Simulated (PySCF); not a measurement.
PySCF 2.14 output of an unrestricted PBE calculation on a single atom or ion in ANO-RCC-VTZP (6s5p3d2f1g, 59 functions), with the spin-free X2C one-electron Hamiltonian (Gaussian nucleus):

```
SCF conv_tol = 1e-09
number electrons alpha = 14  beta = 14
    J. P. Perdew, K. Burke, and M. Ernzerhof.,  Phys. Rev. Lett. 77, 3865 (1996)
    J. P. Perdew, K. Burke, and M. Ernzerhof.,  Phys. Rev. Lett. 78, 1396 (1997)
    J. P. Perdew, K. Burke, and M. Ernzerhof.,  Phys. Rev. Lett. 77, 3865 (1996)
    J. P. Perdew, K. Burke, and M. Ernzerhof.,  Phys. Rev. Lett. 78, 1396 (1997)
cycle= 1 E= -1520.17672542042  delta_E= 0.0697  |g|= 0.724  |ddm|= 0.404
cycle= 2 E= -1519.29842003628  delta_E= 0.878  |g|=  2.5  |ddm|= 0.981
cycle= 3 E= -1520.26059609095  delta_E= -0.962  |g|= 0.274  |ddm|= 0.638
cycle= 4 E= -1520.27562896967  delta_E= -0.015  |g|= 0.0254  |ddm|= 0.111
cycle= 5 E= -1520.27574157475  delta_E= -0.000113  |g|= 0.00314  |ddm|= 0.00735
cycle= 6 E= -1520.27574331253  delta_E= -1.74e-06  |g|= 3.48e-05  |ddm|= 0.00102
cycle= 7 E= -1520.27574331269  delta_E= -1.64e-10  |g|= 8.5e-07  |ddm|= 8.88e-06
converged SCF energy = -1520.27574331269  <S^2> = -1.2434498e-14  2S+1 = 1
```

The run itself started from symmetry-adapted Hartree-Fock orbitals and held the occupation by maximum overlap, on a logarithmic radial grid, so the iterations belong to that start.

Which element, charge and spin multiplicity is this?

Ni (nickel, neutral), multiplicity 1; the state was [Ar] 3d10, closed-shell 1S (an excited configuration).
